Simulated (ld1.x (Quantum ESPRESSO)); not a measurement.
## Varying the TM potential for rhodium (Rh)

Base potential:

* Element: rhodium
* Generator: ld1.x (Quantum ESPRESSO) 7.5
* Type: norm-conserving Troullier–Martins (Kleinman–Bylander form)
* Functional: PBE
* Relativity: scalar-relativistic
* Frozen core: [Ar] 3d10
* Valence charge: 17
* Reference configuration: 4s2 4p6 4d9 5s0 5p0
* Partial waves: 4s (bound): rc 1.15 bohr; 4d (bound): rc 1.50 bohr; 4p (bound): rc 1.70 bohr
* Local potential: the p channel
* Core correction: none

Cutoffs, loose and tight: the cutoffs (Ry, on a coarse ladder) from which the occupation-weighted sum of valence levels, in a spherical-Bessel basis at the reference potential, stays within 10 and 1 mRy of its value at 400 Ry. They do not see the model core or the augmentation charge, which bear on the density cutoff. Test errors are all-electron minus pseudo excitation energies from the reference, over the configurations 4s2 4p6 4d8 5s1 5p0; 4s2 4p6 4d8 5s0 5p0; 4s2 4p6 4d7 5s0 5p0; 4s2 4p6 4d7 5s1 5p0; 4s2 4p5 4d8 5s1 5p0; 4s2 4p6 4d5 5s0 5p0; 4s2 4p6 4d6 5s0 5p0. A dash means not determined; rows that change the core or the reference have their own tests. The largest error is taken over the tests solved by every variant that gives reliable tests at all: 4s2 4p6 4d5 5s0 5p0; 4s2 4p6 4d6 5s0 5p0; 4s2 4p6 4d7 5s0 5p0; 4s2 4p6 4d8 5s0 5p0.

Cutoffs are not given where the Bessel-basis levels miss the radial ones by over 6 mRy, ghosts where they miss by over 20 mRy; a channel whose overlap is not positive is not tested.

| change | outcome | cutoff, loose | cutoff, tight | bound ghosts | largest test error (meV) |
| --- | --- | --- | --- | --- | --- |
| base | generated | 110 Ry | 200 Ry | none | +153 |
| wave 4d (bound): rc 1.50 bohr becomes 4d (bound): rc 1.56 bohr | generated | 110 Ry | 200 Ry | none | +152 |
| functional Wu–Cohen | generated | 110 Ry | 200 Ry | none | +156 |
| core correction a·sin(br)/r model core inside 1.08 bohr | generated | 110 Ry | 200 Ry | none | +153 |
| wave 4s (bound): rc 1.15 bohr becomes 4s (bound): rc 0.98 bohr | generated | 140 Ry | 230 Ry | none | +154 |
| wave 4p (bound): rc 1.70 bohr becomes 4p (bound): rc 2.54 bohr | generated | 110 Ry | 200 Ry | none | -265 |
| wave 4d (bound): rc 1.50 bohr becomes 4d (bound): rc 1.44 bohr | generated | 110 Ry | 200 Ry | none | +154 |

Problem. What comes out with this change to the base: type ultrasoft; waves now 4s (bound): rc 1.15 bohr; 5s (bound): rc 1.15 bohr; 4p (bound): rcut 1.50, rcutus 1.70 bohr; 5p (bound): rcut 1.50, rcutus 1.70 bohr; 4d (bound): rcut 1.30, rcutus 1.50 bohr; 4d channel at 0.6 Ry: rcut 1.30, rcutus 1.50 bohr; local potential all-electron potential smoothed inside 1.25 bohr (lloc = -1); augmentation PSQ, inside the norm-conserving radii?

Solution. outcome: generated, overlap not positive; bound ghosts: not determined (overlap not positive); largest test error (meV): -9.3. A file whose overlap is not positive is unfit for use, and its test errors describe a broken file.

Problem. What comes out with this change to the base: reference 4s2 4p6 4d8 5s1 5p0?

Solution. outcome: generated, misses its reference levels by 0.21 eV; cutoff, loose: 110 Ry; cutoff, tight: 200 Ry; bound ghosts: none; largest test error (meV): -542.

Problem. What comes out with this change to the base: all radii scaled by about 1.26 (s 1.44, p 2.14, d 1.88 bohr)?

Solution. outcome: generated; cutoff, loose: 70 Ry; cutoff, tight: 90 Ry; bound ghosts: none; largest test error (meV): +150.
